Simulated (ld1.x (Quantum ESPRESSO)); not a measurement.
Before and after: TM potential for tellurium

ld1.x (Quantum ESPRESSO) 7.5 input, shortened:

```
&input
   title='Te', zed=52., rel=2, dft='PBESOL', iswitch=3,
   config='[Kr] 4d10 5s1.5 5p4.5 5d-2', rel_dist='average'
 /
 &inputp
   pseudotype=2, tm=.true., lloc=2,
   nlcc=.false.
 /
3
5S  1  0   1.50   0.00  1.80  1.80  0.0
5P  2  1   4.50   0.00  2.15  2.15  0.0
5D  3  2  -2.00   0.30  1.95  1.95  0.0
 &test
   configts(1)='5s1.5 5p4.5'
 /
```

Open shells are filled in proportion to 2j + 1 (rel_dist='average').

Change: wave 5p (bound): rc 2.15 bohr becomes 5p (bound): rc 2.64 bohr.

Cutoffs: the cutoffs (Ry, on a coarse ladder) from which the occupation-weighted sum of valence levels, in a spherical-Bessel basis at the reference potential, stays within 10 and 1 mRy of its value at 400 Ry; they do not see the model core or the augmentation charge, which bear on the density cutoff. Errors are all-electron minus pseudo energies relative to the spin-unpolarised reference configuration.

**Question.** What does the change do?

**Answer.** The potential gets softer (21 Ry and 40 Ry → 15 Ry and 35 Ry); both files keep a bound ghost (p, s); of the 6 tests that both files solve, the error grows in 4 and shrinks in 1 by more than 15 % and 0.3 meV (median size 2.9 → 3.6 meV). A larger radius leaves more room for a smooth pseudo-wave, so fewer plane waves are needed.

```tsv
quantity	base	changed
cutoff, loose	21 Ry	15 Ry
cutoff, tight	40 Ry	35 Ry
bound ghosts	s, p3/2, p1/2	s, p1/2, p3/2
tests counted (converged, no solver errors)	6 of 7	6 of 7
error for 5s2 5p4, meV [ΔE -4.60 eV]	+0.7	+1.5
error for 5s2 5p3, meV [ΔE 5.17 eV]	-4.9	-5.6
error for 5s2 5p2, meV [ΔE 23.17 eV]	-24	-32
error for 5s2 5p1, meV [ΔE 50.15 eV]	-52	-82
error for 5s2 5p3.5, meV [ΔE -0.68 eV]	-0.8	-0.3
error for 5s2 5p4.3, meV [ΔE -6.08 eV]	+0.6	+1.6
```

Base: Tests not counted: 5s2 5p0 (solver errors, printed error -53.8 eV). ld1.x printed “convergence not achieved” for 6 of the counted tests; their residual had stalled under 1e-8, short of the target of 1e-14. Changed file: Tests not counted: 5s2 5p0 (solver errors, printed error -20.2 eV). ld1.x printed “convergence not achieved” for 6 of the counted tests; their residual had stalled under 1e-8, short of the target of 1e-14. A true bound ghost makes a file unfit for plane-wave use even where its test errors are small: the radial tests pick states by their node count and pass the ghost by. Where a test does run into it, the solver fails or the error is huge.
